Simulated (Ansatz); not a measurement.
`F[SiH](F)[AlH2]` → `F[Si]F` + `[AlH3]`  (silylene formation by 1,1-elimination)

Isolated molecules relaxed with PBE0-D4/def2-TZVP in Ansatz; ΔE leaves out vibrations. CCSD(T)/CBS adds triple-zeta CCSD(T) − MP2 to the extrapolated MP2 energy (def2 sets, frozen cores). This one scheme is used for every species. Functionals use def2-TZVPP. B3LYP here is the variant with VWN-RPA as its local correlation; programs differ in this.

| level | ΔE (kJ/mol) | difference from CCSD(T)/CBS |
| --- | --- | --- |
| LDA (SPW92) | 146.3 | 18.1 |
| revPBE-D4 | 125.0 | -3.2 |
| r2SCAN-D4 | 142.9 | 14.7 |
| B3LYP-D4 | 119.7 | -8.5 |
| r2SCANh-D4 | 144.9 | 16.7 |
| ωB97X-V | 134.2 | 6.0 |
| PBE-QIDH | 144.0 | 15.8 |
| PBE | 124.3 | -3.9 |
| revPBE | 113.5 | -14.7 |
| CAM-B3LYP | 118.0 | -10.2 |
| LC-ωPBE | 141.9 | 13.7 |
| CCSD(T)/def2-SVP | 108.9 | -19.3 |
| HF/def2-TZVPP | 123.9 | -4.3 |
| CCSD(T)/def2-TZVPP | 122.8 | -5.4 |
| SCS-MP2/def2-QZVPP | 127.0 | -1.2 |
| CCSD/CBS(def2) | 128.1 | -0.1 |
| CCSD(T)/CBS | 128.2 | 0 |

(1) What do rigid-rotor, harmonic-oscillator terms from PBE0-D4/def2-TZVP frequencies (298.15 K, 1 bar) make of the CCSD(T)/CBS value? (Estimate.)

Largest T1 diagnostic among the species: 0.015.

Answers

(1) The calculation gave: ΔZPE = -12.7 kJ/mol, ΔH = +117.7 kJ/mol, ΔS = 121 J/(mol·K), ΔG = +81.5 kJ/mol. Modes under 50 cm⁻¹ make the entropy rough.

Leaving LDA and LC-ωPBE aside and taking each functional with its dispersion term where it has one, the values, not all of them listed here, spread over 41.7 kJ/mol, from BLYP-D4 to r2SCAN0-D4. LDA lies +22.0 kJ/mol from PBE without D4. The D4 term adds +9.0 kJ/mol with B3LYP and +4.9 kJ/mol with PBE0; it sums over pairs of atoms, weighted by their polarisabilities, and B3LYP, whose exchange is more repulsive, gets the larger term.
